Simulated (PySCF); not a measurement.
C8H7Br, SMILES c1(cccc(C=C)c1)Br at its GFN2-xTB optimised geometry (Å):

```
16

C      1.3802     2.4920     0.0001
C      1.8501     1.2507     0.0000
C      1.0668     0.0205     0.0000
C      1.7318    -1.2074     0.0000
C      1.0319    -2.3990     0.0000
C     -0.3524    -2.3990     0.0000
C     -1.0116    -1.1815     0.0000
Br    -2.9219    -1.1594     0.0000
C     -0.3285     0.0176     0.0000
H      2.0446     3.3389     0.0000
H      0.3287     2.7218     0.0001
H      2.9219     1.0951     0.0000
H      2.8120    -1.2228     0.0000
H      1.5633    -3.3389     0.0000
H     -0.9090    -3.3231     0.0000
H     -0.8794     0.9443     0.0000
```

Method: PySCF with B3LYP/def2-TZVP. Cells within 0.4 Å of a nucleus heavier than hydrogen are left out (blank, or x).

Map of the deformation density (molecule minus spherical neutral atoms) (e/bohr³) on the plane z = 0.0 Å:

```
|1111111111111111111111111|
|1111111111111111111111111|
|1111111111111111111111111|
|1111111111111111111111111|
|1111111111111111211111111|
|1111111111111223931111111|
|111111111111197x621111111|
|111111111111144x311111111|
|1111111111111117811111111|
|1111111111111003x66111111|
|1111111111941015x57111111|
|1111111111572337311111111|
|11111211112xx9xx101111111|
|1111132111672239311111111|
|11111xx131x30016x54111111|
|11111xx132x2001xx77111111|
|1111132111771139311111111|
|11111211112xx8xx111111111|
|11111111115x34x7211111111|
|1111111111951129311111111|
|1111111111111111111111111|
|1111111111111111111111111|
|1111111111111111111111111|
|1111111111111111111111111|
|1111111111111111111111111|
```
Scale: ten equal steps from -0.026 (start of '0') to 0.120 (end of '9'), in the order '0123456789'; x runs from -5.50 to 5.50, y from -5.50 (bottom) to 5.50 (top).
